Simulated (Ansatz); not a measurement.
`O[SiH2][AsH2]` + `C[SiH](N)O` → `C[SiH](O)N[SiH2]O` + `[AsH3]`  (cleavage of the Si–As bond)

Gas-phase electronic energies from Ansatz, PBE0-D4/def2-TZVP geometries. CBS: MP2 limit from def2 TZ/QZ plus the TZ coupled-cluster correction, frozen cores. Functionals use def2-TZVPP. B3LYP here is the variant with VWN-RPA as its local correlation; programs differ in this. For As outer-core shells are correlated without core-valence functions, which leaves a few kJ/mol of doubt a bond. Scalar relativity is left out up to krypton. One conformer a species, not always the lowest.

| level | ΔE (kJ/mol) | difference from CCSD(T)/CBS |
| --- | --- | --- |
| PBE-D4 | -44.1 | 9.9 |
| r2SCAN-D4 | -53.8 | 0.2 |
| PBE0-D4 | -47.4 | 6.6 |
| B3LYP-D4 | -56.0 | -2.0 |
| ωB97X-V | -56.1 | -2.1 |
| ωB97M-V | -58.1 | -4.1 |
| B2PLYP | -54.3 | -0.3 |
| PBE | -40.0 | 14.0 |
| r2SCAN | -52.2 | 1.8 |
| PBE0 | -43.6 | 10.4 |
| B3LYP | -49.8 | 4.2 |
| HF/def2-TZVPP | -60.9 | -6.9 |
| MP2/def2-TZVPP | -57.5 | -3.5 |
| SCS-MP2/def2-TZVPP | -59.4 | -5.4 |
| CCSD/def2-TZVPP | -58.6 | -4.6 |
| CCSD(T)/def2-TZVPP | -58.6 | -4.6 |
| HF/def2-QZVPP | -61.7 | -7.7 |
| MP2/def2-QZVPP | -55.2 | -1.2 |
| SCS-MP2/def2-QZVPP | -57.4 | -3.4 |
| HF/CBS(def2) | -61.9 | -7.9 |
| MP2/CBS(def2) | -52.9 | 1.1 |
| CCSD/CBS(def2) | -54.0 | 0.0 |
| CCSD(T)/CBS | -54.0 | 0 |

Largest T1 diagnostic among the species: 0.011.

The D4 term adds −6.2 kJ/mol with B3LYP and −3.7 kJ/mol with PBE0; it sums over pairs of atoms, weighted by their polarisabilities, and B3LYP, whose exchange is more repulsive, gets the larger term. From PBE to PBE0 (25 % exact exchange), in def2-TZVPP and without D4, ΔE moves by −3.7 kJ/mol.
